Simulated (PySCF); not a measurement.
Start geometry of `C[Si@@H](N)[SiH2]Br` from GFN2-xTB (Å):
```
atom  x, y, z in Å
C1    -1.7040    0.4785   -0.6101
Si2   -0.3438   -0.3869    0.3179
N3     0.2718   -1.5762   -0.7612
Si4    1.4751    1.0318    0.7164
Br5    3.1250   -0.2038    1.5274
H6    -1.3787    0.9278   -1.5553
H7    -2.5264   -0.1811   -0.8428
H8    -2.1239    1.3198   -0.0278
H9    -0.9037   -0.9066    1.6015
H10   -0.3383   -2.1733   -1.2573
H11    1.1091   -2.0942   -0.4863
H12    2.1028    1.7049   -0.3936
H13    1.2408    2.0425    1.7609
```

Q: What comes out of this run: PBE0-D3(BJ)/def2-SVP geometry optimisation, gas phase in PySCF?

A: 
```
atom  x, y, z in Å
C1    -0.678    0.964    0.574
Si2    0.646   -0.011    1.475
N3     1.324   -1.202    0.409
Si4    2.500    1.299    2.065
Br5    4.058   -0.181    2.743
H6    -0.273    1.411   -0.346
H7    -1.519    0.308    0.296
H8    -1.080    1.767    1.211
H9     0.064   -0.527    2.763
H10    0.712   -1.875   -0.042
H11    2.188   -1.651    0.699
H12    3.088    2.064    0.924
H13    2.270    2.244    3.198
```

The energy falls by 0.162 eV over 7 energy and gradient evaluations, the largest force component goes from 0.0296 to 4.0e-04 Eh/bohr, and the atoms move by 0.099 Å rms after alignment. The bond that changes most is Si4–H12 (SiH2 silicon to Si–H hydrogen), which lengthens by 0.052 Å. Bonds longer at the end by more than 0.005 Å: 8 of 12; shorter: 2. Among the angles that change most is Si2–Si4–H12, from 119.4° to 113.9°. Among the dihedrals that turn most is Si4–Si2–N3–H10, from -165° to -176°. Rotational constants go from 4310, 820.7, 729.1 to 4150, 840.5, 737.1 MHz. The orientation of the end geometry is arbitrary; only internal coordinates are fixed.

The run used 136 basis functions and 43 SCF cycles in all. Time: 58 s wall; peak memory 0.53 GiB. Hardware: one thread, Arm Neoverse V1 (aarch64) (shared host).

Not checked by PBE0-D3(BJ)/def2-SVP frequencies. One conformer, not necessarily the lowest.
